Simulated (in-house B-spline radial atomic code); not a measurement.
**Ionising Pb XVIII (Pb17+) with different functionals**

Computed with an all-electron radial atomic-structure program (B-spline basis): scalar-relativistic (spin-free X2C) Hamiltonian, Fermi nucleus of rms radius 5.5012 fm, spin-polarised at highest spin, spherical fractional occupations for the functionals, the average over the highest-spin determinants for Hartree-Fock. The ionisation energy is the difference of two self-consistent energies, [Kr] 4d10 4f14 5s2 5p3 → [Kr] 4d10 4f14 5s2 5p2, without Breit or QED terms; ε is the level of the shell that loses the electron (its least bound occupied spin orbital). There is no spin-orbit coupling in this Hamiltonian.

Hybrids are left out here: with spherical fractional occupations of an open shell their exact exchange keeps a self-interaction that integer-occupation calculations don't have.

```tsv
method	rung	ΔSCF (eV)	-ε(5p) (eV)
Hartree-Fock	Hartree-Fock	?	?
LDA exchange-only	LDA	?	?
PW91	GGA	425.33	412.61
BP86	GGA	425.25	412.54
TPSS	meta-GGA	425.24	412.65
revTPSS	meta-GGA	425.37	412.80
```

Question: What does Hartree-Fock give?

Answer: ΔSCF 424.74 eV, and -ε(5p) = 425.22 eV.

Question: What does LDA exchange-only give?

Answer: ΔSCF 423.82 eV, and -ε(5p) = 411.06 eV.

Question: How do they compare with the NIST value?

Answer: NIST lists 427 eV ± 21 (tabulated theory, ground level to ground level). Errors run from -3.18 to -1.63 eV; all lie within about twice that uncertainty, so the table can't rank the methods. Hartree-Fock also lacks correlation.
